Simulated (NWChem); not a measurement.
System meant: GeH3SeCl; SMILES [GeH3][Se]Cl

The following NWChem deck was run.

```
start job
memory heap 200 mb stack 900 mb global 1100 mb
geometry units angstroms noautosym nocenter noautoz
  Se    -0.808242     0.635316     0.000000
  Cl     1.073351     1.778707     0.000000
  Ge     0.248104    -1.483693     0.000000
  H      1.104007    -1.618247     1.266720
  H     -0.918632    -2.486919     0.000000
  H      1.104007    -1.618247    -1.266720
end
basis spherical
  * library def2-svp
end
dft
  xc m06-2x
  iterations 150
end
property
  shielding 5 1 2 3 4 5
end
task dft property
```

End of the output:

```
 Vector   46  Occ=0.000000D+00  E= 8.149588D-02
              MO Center=  3.0D-02, -1.4D+00, -1.0D-07, r^2= 4.4D+00
   Bfn.  Coefficient  Atom+Function         Bfn.  Coefficient  Atom+Function
  ----- ------------  ---------------      ----- ------------  ---------------
    67      1.655685  3 Ge pz                84     -1.157681  4 H  s
    94      1.157681  6 H  s                 17     -0.335712  1 Se pz
    64      0.204233  3 Ge pz                83     -0.154126  4 H  s
    93      0.154126  6 H  s                 61     -0.132897  3 Ge pz
    14     -0.107794  1 Se pz                71     -0.099520  3 Ge d  1

 center of mass
 --------------
 x =  -0.06547006 y =  -0.03077914 z =   0.00000000

 moments of inertia (a.u.)
 ------------------
        1142.421845600789           8.497997987471           0.000000000000
           8.497997987471         366.760902692486           0.000000000000
           0.000000000000           0.000000000000        1486.083170329020

     Multipole analysis of the density
     ---------------------------------

     L   x y z        total         alpha         beta         nuclear
     -   - - -        -----         -----         ----         -------
     0   0 0 0     -0.000000    -43.000000    -43.000000     86.000000

     1   1 0 0     -0.124095     -0.057747     -0.057747     -0.008600
     1   0 1 0     -0.869766      0.852801      0.852801     -2.575368
     1   0 0 1      0.000000      0.000000      0.000000      0.000000

     2   2 0 0    -36.881310   -102.445303   -102.445303    168.009296
     2   1 1 0     -0.409994     -3.649834     -3.649834      6.889674
     2   1 0 1     -0.000000     -0.000000     -0.000000      0.000000
     2   0 2 0    -36.655808   -285.038421   -285.038421    533.421034
     2   0 1 1     -0.000000     -0.000000     -0.000000      0.000000
     2   0 0 2    -38.652500    -25.056307    -25.056307     11.460114

          -----------------------------------------
          Chemical Shielding Tensors (GIAO, in ppm)
          -----------------------------------------

 ------------------------------------------------------------------------
  xm06: d2 not coded                    0
 ------------------------------------------------------------------------
 ------------------------------------------------------------------------
  current input line :
    21: task dft property
 ------------------------------------------------------------------------
 ------------------------------------------------------------------------
 This error has not yet been assigned to a category
 ------------------------------------------------------------------------
 For more information see the NWChem manual at https://nwchemgit.github.io

0: xm06: d2 not coded:Received an Error in Communication
```

Can this run be used? If not, why, and what is the fix?

The run crashed. Cause: this functional's second derivatives, which shieldings need, aren't coded here; the fix takes a hybrid GGA instead. This input runs:
```
start job
memory heap 200 mb stack 900 mb global 1100 mb
geometry units angstroms noautosym nocenter noautoz
  Se    -0.808242     0.635316     0.000000
  Cl     1.073351     1.778707     0.000000
  Ge     0.248104    -1.483693     0.000000
  H      1.104007    -1.618247     1.266720
  H     -0.918632    -2.486919     0.000000
  H      1.104007    -1.618247    -1.266720
end
basis spherical
  * library def2-svp
end
dft
  xc pbe0
  iterations 150
end
property
  shielding 5 1 2 3 4 5
end
task dft property
```
It converges to -4939.17252 Ha (PBE0/def2-SVP, GIAO).
